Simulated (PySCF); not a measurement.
C3H2F3, SMILES C=C(F)[C](F)F (connectivity only; charge and spin as stated), charge +1, multiplicity 1.

Geometry optimised at PBE-D3(BJ)/def2-SVP. The spin state was assumed, not searched. The isomer is the one that the SMILES or the coordinates give; other isomers of the formula were not compared. The values are those of a single conformer.

The numbers are results of PBE-D3(BJ)/def2-SVP in PySCF 2.14.0, not measurements.

Harmonic, unscaled wavenumbers; measured fundamentals usually lie a few per cent lower.

```csv
mode,ν (cm⁻¹),IR (km/mol),moving atoms (share of kinetic energy)
1,114,4.4,"F 72 %, C 20 %"
2,228,3.9,"F 69 %, C 23 %, H 8 %"
3,369,1.5,"C 63 %, H 19 %, F 17 %"
4,375,1.7,"F 58 %, C 23 %, H 20 %"
5,508,0.3,"F 72 %, C 20 %"
6,578,8.5,"F 53 %, C 39 %, H 8 %"
7,647,0.4,"H 75 %, C 20 %"
8,737,18.0,"C 81 %, H 12 %"
9,809,3.0,"F 60 %, C 27 %, H 14 %"
10,939,18.1,"H 49 %, C 27 %, F 24 %"
11,981,29.9,"H 71 %, C 29 %"
12,1248,100.2,"C 56 %, F 26 %, H 18 %"
13,1360,63.0,"H 73 %, C 21 %"
14,1513,231.0,"C 75 %, F 25 %"
15,1546,565.7,"C 86 %, F 13 %"
16,1601,77.2,C 88 %
17,3091,42.2,H 95 %
18,3209,40.9,"H 89 %, C 11 %"
```
